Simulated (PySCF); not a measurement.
A calculated (B3LYP, PySCF 2.14, ANO-RCC-VTZP, scalar relativity by spin-free X2C-1e) atom or ion has these occupied shells.

| shell | electrons | orbital energy (eV) | rms radius, mean of both spins (bohr) |
| --- | --- | --- | --- |
| 1s α | 1 | -78274.7 | 0.0194 |
| 1s β | 1 | -78274.7 | 0.0194 |
| 2s α | 1 | -13792.6 | 0.0782 |
| 2s β | 1 | -13792.4 | 0.0782 |
| 2p α | 3 | -12008.1 | 0.0715 |
| 2p β | 3 | -12007.9 | 0.0715 |
| 3s α | 1 | -3263.9 | 0.200 |
| 3s β | 1 | -3263.8 | 0.200 |
| 3p α | 3 | -2739.4 | 0.202 |
| 3p β | 3 | -2739.3 | 0.202 |
| 3d α | 5 | -2146.3 | 0.184 |
| 3d β | 5 | -2146.1 | 0.184 |
| 4s α | 1 | -717.64 | 0.441 |
| 4s β | 1 | -717.42 | 0.441 |
| 4p α | 3 | -543.90 | 0.470 |
| 4p β | 3 | -543.71 | 0.470 |
| 4d α | 5 | -326.14 | 0.503 |
| 4d β | 5 | -325.90 | 0.503 |
| 5s α | 1 | -117.48 | 1.01 |
| 5s β | 1 | -116.08 | 1.01 |
| 4f α | 7 | -86.449 | 0.568 |
| 4f β | 7 | -86.177 | 0.568 |
| 5p α | 3 | -71.299 | 1.17 |
| 5p β | 3 | -69.516 | 1.17 |
| 5d α | 5 | -18.610 | 1.74 |
| 5d β | 3 | -17.236 | 1.74 |
| 6s α | 1 | -15.255 | 2.82 |

Q: Name the element and its charge.

A: Pt⁺ (platinum, charge +1), in [Xe] 4f14 5d8 6s1, high-spin 4F determinant (an excited configuration).
